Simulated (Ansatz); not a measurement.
Reaction (ligand exchange at the Si–C bond): `[AlH2][C@@H]1[SiH2][C@H]1[SiH3]` + `C[O][In]([OH])[OH]` → `C[O][In]([OH])[O][SiH3]` + `[AlH2][CH]1C[SiH2]1`

Calculated with Ansatz (gas phase, PBE0-D4/def2-TZVP geometries, no zero-point term in ΔE). CCSD(T)/CBS adds triple-zeta CCSD(T) − MP2 to the extrapolated MP2 energy (def2 sets, frozen cores). DFT in def2-TZVPP. def2 core potentials past Kr. For In outer-core shells are correlated without core-valence functions, which leaves a few kJ/mol of doubt a bond. One conformer a species, not always the lowest.

```csv
level,ΔE (kJ/mol),difference from CCSD(T)/CBS
PBE-D4,-74.3,13.3
r2SCAN-D4,-87.8,-0.2
ωB97X-V,-88.4,-0.8
ωB97M-V,-87.1,0.5
PBE,-76.1,11.5
HF/def2-TZVPP,-110.8,-23.2
SCS-MP2/def2-TZVPP,-92.0,-4.4
SCS-MP2/def2-QZVPP,-91.5,-3.9
HF/CBS(def2),-112.5,-24.9
MP2/CBS(def2),-85.1,2.5
CCSD(T)/CBS,-87.6,0
```

Largest T1 diagnostic among the species: 0.017.

In def2-TZVPP, CCSD(T) changes the Hartree–Fock value by +21.4 kJ/mol (the triples alone add +3.0 kJ/mol) and MP2 by +23.9 kJ/mol. From PBE to PBE0 (25 % exact exchange), in def2-TZVPP and without D4, ΔE moves by −5.7 kJ/mol. The D4 term adds +3.2 kJ/mol with B3LYP and +1.6 kJ/mol with PBE0; it sums over pairs of atoms, weighted by their polarisabilities, and B3LYP, whose exchange is more repulsive, gets the larger term.

B3LYP here is the variant with VWN-RPA as its local correlation; programs differ in this.
